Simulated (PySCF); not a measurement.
## Dipole moment and polarisability of `CC1=COC=C(CO)O1`

Compound: C₆H₈O₃.
Cartesian coordinates in Å at the GFN2-xTB level; atoms count from 1:
```xyz
17
C6H8O3 angstrom
C      2.6417    0.1349   -0.7649
C      1.3890   -0.0815    0.0123
C      1.3329   -0.4473    1.2832
O      0.1584   -0.6319    1.9996
C     -0.9586   -0.2692    1.2681
C     -0.9301    0.0912   -0.0054
C     -2.1354    0.4830   -0.8147
O     -3.3539    0.1384   -0.2153
O      0.2429    0.1484   -0.7539
H      2.6823    1.1649   -1.1164
H      3.5102   -0.0743   -0.1495
H      2.6470   -0.5150   -1.6386
H      2.2058   -0.6268    1.8849
H     -1.8618   -0.2911    1.8519
H     -2.1569    1.5708   -0.9372
H     -2.0329    0.0355   -1.8151
H     -3.3877   -0.8179   -0.0987
```

Level: PBE0/def2-SVPD (PySCF), static field, nuclei fixed, core orbitals frozen in the response. The polarisability tensor in these axes (au):

```
x   93.29 -0.59 -1.20
y   -0.59 60.93 -8.96
z   -1.20 -8.96 86.07
```

Task: Diagonalise the tensor; give its mean and Δα, where Δα² is half the sum of the squared differences of the eigenvalues.

Result: Principal values 58.04, 88.73 and 93.51 au; mean 80.10 au = 11.87 Å³ = 13.21 × 10⁻⁴⁰ C²·m²/J; Δα = 33.34 au (42 % of the mean).

Task: What is the dipole moment, and where does it point?

Result: (1.40, -0.65, -0.76) D, 1.72 D in size, pointing from the negative to the positive side. Measured along this direction, the outermost atoms are O8 at the negative end and H12 and H11 at the positive end.

Task: Traceless (Buckingham) quadrupole moment about the centre of nuclear charge: eigenvalues?

Result: -4.61, -2.53, 7.14 D·Å. The values depend on the origin, since the dipole doesn't vanish. The electronic extent ⟨r²⟩ about the same centre is 1309 bohr², a root-mean-square distance of 2.32 Å for the 68 electrons.

Task: Orientational against electronic polarisability at 350 K (dilute gas, rigid molecules)?

Result: In Gaussian units μ²/3kT = 20.43 Å³ against 11.87 Å³, a ratio of 1.72; the Debye molar polarisation (4π/3)N_A(α + μ²/3kT) is 81.5 cm³/mol, leaving out the vibrational part.

Task: Sum over states: ᾱ = Σ f/ω², ω in Eh. What share falls to these 6 lowest TDDFT singlets (eV, f)? 4.23, 0.0039; 4.94, 0.0107; 5.24, 0.0036; 5.71, 0.0029; 6.04, 0.0020; 6.21, 0.0299.

Result: They add up to 1.26 au, 1.6 % of the 80.10 au; the largest single term is 0.57 au, from the state at 6.21 eV. Terms in order: 0.16, 0.32, 0.10, 0.07, 0.04, 0.57 au. Higher excitations give the rest. The strengths listed sum to 0.053.

The structure is a single GFN2-xTB conformer in the gas phase; no vibrational or solvent corrections.
